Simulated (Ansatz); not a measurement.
```yaml
crystal:
  periodic: [false, false, false]
  atoms:
    - {symbol: F, position_ang: [-0.996814, -3.134915, -1.145986]}
    - {symbol: Ge, position_ang: [0.418978, -2.175084, -1.034671]}
    - {symbol: F, position_ang: [1.545387, -3.168590, -0.209468]}
    - {symbol: F, position_ang: [1.054034, -2.030644, -2.620245]}
    - {symbol: C, position_ang: [0.089446, -0.480851, -0.227393]}
    - {symbol: C, position_ang: [0.857510, 0.621733, -0.592554]}
    - {symbol: C, position_ang: [0.620768, 1.850466, 0.002781]}
    - {symbol: C, position_ang: [-0.378510, 1.978208, 0.956496]}
    - {symbol: C, position_ang: [-1.147315, 0.881209, 1.317171]}
    - {symbol: C, position_ang: [-0.916782, -0.350802, 0.726353]}
    - {symbol: H, position_ang: [1.633163, 0.526710, -1.344180]}
    - {symbol: H, position_ang: [1.216031, 2.710320, -0.280825]}
    - {symbol: H, position_ang: [-0.561852, 2.940845, 1.419759]}
    - {symbol: H, position_ang: [-1.930743, 0.985264, 2.058479]}
    - {symbol: H, position_ang: [-1.525101, -1.204468, 1.003585]}
basis:
  gaussian: {orbitals: cc-pVDZ}
hamiltonian: {xc: {name: HF}}
correlation: {active_space: {window: {electrons: 3, orbitals: 2}}}
accuracy: high
scf: {lower_state_search: light}
output: {forces: true}
```

```sh
$ ansatz run in.yaml --threads 4 --pin off --events-out ev --progress --plain --max-ram 66560MiB --backend cpu
```

Shortened log:

```
Functional definition: HF
  name "HF"
  cite "Fock, Z. Phys. 61, 126 (1930) doi:10.1007/BF01340294"
  parent pbe
  exchange = exact_x
  correlation = 0
4178 factors; integrals over basis functions are off by at most 2.4e-8 eV
mean field evaluation 1: about -70850.5362 eV, gradient 5.0e1 eV
mean field evaluation 2: about -70850.8673 eV, gradient 5.0e1 eV
mean field evaluation 4: about -70856.3974 eV, gradient 4.8e0 eV
mean field evaluation 8: about -70856.4772 eV, gradient 3.2e-1 eV
mean field evaluation 16: about -70856.4777 eV, gradient 1.9e-8 eV
mean field -70856.47774964 eV, -2603.9275290538 hartree, gradient 1.9e-8 eV, S^2 0.000000; 0 other end points of the search recorded, 0 dependent functions left out
reference -70856.47774964 eV, -2603.9275290538 hartree; 50, 50 occupied and 128, 128 virtual orbitals, 4178 factors
Error: 3 electrons in 2 orbitals form no window around the highest filled level of the reference
```

What is wrong with this run?

The active space doesn't fit the electrons. The run stopped with an error.
